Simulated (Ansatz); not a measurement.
Born–Oppenheimer molecular dynamics of FH$_{2}$NSSi (6 atoms, charge 0, multiplicity 1). It goes on from the last frame of an earlier run, with new velocities.

Level of theory: RKS LDA/6-31G in Ansatz 0.2.0.

- ensemble: NVT, Nosé–Hoover chain
- time step: 0.5 fs
- steps asked: 400
- set temperature: 400 K
- thermostat: time constant 50 fs, chain length 5
- temperature schedule: 100 steps to 400 K, then 300 steps to 1200 K
- seed: 81517

Frames 1 fs apart, positions in Å, forces in eV/Å.

Velocities at 150.0 fs (Å/ps):

```
N 12.42 -9.59 -6.81
Si 0.97 2.62 3.95
F 0.71 3.93 -7.73
S -7.25 -1.73 2.98
H 26.49 13.31 14.94
H -8.99 27.99 20.59
```

```xyz
6
Properties=species:S:1:pos:R:3:forces:R:3 time_fs=150.0 energy_less_start_eV=0.255 T=1069
N 0.942 0.539 -0.839 1.93 -1.59 -1.22
Si 0.365 -0.597 0.236 -1.05 0.90 0.73
F 0.832 -1.742 1.438 -0.09 0.47 -0.90
S -1.706 0.074 0.787 0.28 -0.44 0.35
H 1.805 0.283 -1.468 -1.33 0.83 1.19
H -1.716 1.268 0.064 0.25 -0.17 -0.16
6
Properties=species:S:1:pos:R:3:forces:R:3 time_fs=151.0 energy_less_start_eV=0.200 T=1183
N 0.955 0.529 -0.846 1.52 -1.51 -0.78
Si 0.366 -0.594 0.240 -1.03 1.15 0.41
F 0.832 -1.738 1.429 -0.04 0.33 -0.73
S -1.713 0.072 0.790 0.35 -0.17 0.16
H 1.825 0.300 -1.448 -1.06 0.65 0.94
H -1.724 1.294 0.084 0.26 -0.45 0.00
6
Properties=species:S:1:pos:R:3:forces:R:3 time_fs=152.0 energy_less_start_eV=0.145 T=1297
N 0.969 0.518 -0.854 0.64 -1.39 -0.02
Si 0.366 -0.591 0.244 -1.00 1.44 0.05
F 0.833 -1.733 1.421 0.01 0.19 -0.55
S -1.720 0.070 0.793 0.42 0.03 0.01
H 1.836 0.323 -1.418 -0.35 0.40 0.41
H -1.730 1.317 0.104 0.27 -0.67 0.11
6
Properties=species:S:1:pos:R:3:forces:R:3 time_fs=153.0 energy_less_start_eV=0.125 T=1344
N 0.984 0.506 -0.862 -0.61 -1.26 0.92
Si 0.366 -0.587 0.249 -0.96 1.73 -0.32
F 0.834 -1.729 1.413 0.07 0.04 -0.37
S -1.728 0.069 0.796 0.49 0.14 -0.09
H 1.843 0.351 -1.385 0.73 0.13 -0.30
H -1.732 1.333 0.126 0.27 -0.78 0.16
6
Properties=species:S:1:pos:R:3:forces:R:3 time_fs=154.0 energy_less_start_eV=0.133 T=1338
N 0.998 0.493 -0.869 -1.74 -1.18 1.67
Si 0.366 -0.583 0.253 -0.90 1.97 -0.66
F 0.834 -1.724 1.404 0.12 -0.11 -0.19
S -1.734 0.067 0.799 0.57 0.15 -0.13
H 1.858 0.379 -1.354 1.69 -0.04 -0.84
H -1.732 1.342 0.148 0.26 -0.79 0.16
6
Properties=species:S:1:pos:R:3:forces:R:3 time_fs=155.0 energy_less_start_eV=0.114 T=1381
N 1.011 0.479 -0.875 -2.00 -1.16 1.80
Si 0.365 -0.578 0.257 -0.84 2.13 -0.93
F 0.835 -1.720 1.395 0.17 -0.26 -0.02
S -1.741 0.065 0.802 0.64 0.05 -0.13
H 1.888 0.408 -1.331 1.78 -0.07 -0.82
H -1.730 1.344 0.173 0.24 -0.68 0.10
6
Properties=species:S:1:pos:R:3:forces:R:3 time_fs=156.0 energy_less_start_eV=0.065 T=1480
N 1.023 0.464 -0.880 -1.21 -1.10 1.34
Si 0.365 -0.572 0.261 -0.78 2.19 -1.11
F 0.836 -1.716 1.385 0.21 -0.40 0.14
S -1.748 0.063 0.805 0.71 -0.15 -0.07
H 1.935 0.436 -1.316 0.84 -0.09 -0.29
H -1.726 1.339 0.198 0.22 -0.46 0.00
6
Properties=species:S:1:pos:R:3:forces:R:3 time_fs=157.0 energy_less_start_eV=0.047 T=1521
N 1.034 0.448 -0.884 -0.02 -0.89 0.71
Si 0.363 -0.565 0.264 -0.73 2.18 -1.20
F 0.837 -1.712 1.377 0.24 -0.52 0.28
S -1.754 0.061 0.808 0.77 -0.43 0.01
H 1.990 0.463 -1.303 -0.46 -0.18 0.33
H -1.719 1.329 0.224 0.20 -0.15 -0.14
6
Properties=species:S:1:pos:R:3:forces:R:3 time_fs=158.0 energy_less_start_eV=0.078 T=1468
N 1.045 0.432 -0.887 0.92 -0.59 0.26
Si 0.362 -0.558 0.267 -0.70 2.12 -1.21
F 0.838 -1.708 1.368 0.26 -0.62 0.39
S -1.760 0.059 0.811 0.82 -0.75 0.10
H 2.040 0.488 -1.287 -1.48 -0.35 0.74
H -1.710 1.319 0.248 0.18 0.19 -0.28
6
Properties=species:S:1:pos:R:3:forces:R:3 time_fs=159.0 energy_less_start_eV=0.114 T=1404
N 1.057 0.415 -0.891 1.38 -0.32 0.08
Si 0.361 -0.550 0.269 -0.68 2.06 -1.20
F 0.839 -1.705 1.359 0.27 -0.70 0.47
S -1.766 0.057 0.814 0.86 -1.02 0.17
H 2.077 0.510 -1.265 -2.00 -0.51 0.87
H -1.700 1.310 0.269 0.16 0.49 -0.39
6
Properties=species:S:1:pos:R:3:forces:R:3 time_fs=160.0 energy_less_start_eV=0.113 T=1410
N 1.069 0.399 -0.894 1.34 -0.15 0.14
Si 0.359 -0.541 0.271 -0.66 2.00 -1.17
F 0.841 -1.702 1.351 0.27 -0.75 0.52
S -1.772 0.055 0.817 0.89 -1.16 0.18
H 2.095 0.527 -1.234 -1.99 -0.60 0.77
H -1.688 1.305 0.287 0.14 0.66 -0.44
6
Properties=species:S:1:pos:R:3:forces:R:3 time_fs=161.0 energy_less_start_eV=0.071 T=1493
N 1.083 0.382 -0.897 0.74 -0.12 0.41
Si 0.357 -0.532 0.273 -0.65 1.93 -1.14
F 0.842 -1.699 1.342 0.26 -0.77 0.54
S -1.777 0.052 0.820 0.94 -1.12 0.12
H 2.094 0.539 -1.195 -1.41 -0.57 0.48
H -1.674 1.307 0.300 0.11 0.64 -0.42
```

Of the whole run (200 fs, mean temperature of the second half 900 K): The conserved energy stayed within 0.39 meV per atom of its start (net change 0.06 meV per atom), so the integration is sound. The schedule's set-point averaged 933 K over the second half and the system 900 K. A run of 0.2 ps of so small a system gives no equilibrium averages. Limits of this set-up: no polarisation functions.

Time of the run: 7.2 min on 1 thread of Arm Neoverse V1, on a shared host, peak memory 0.081 GiB.
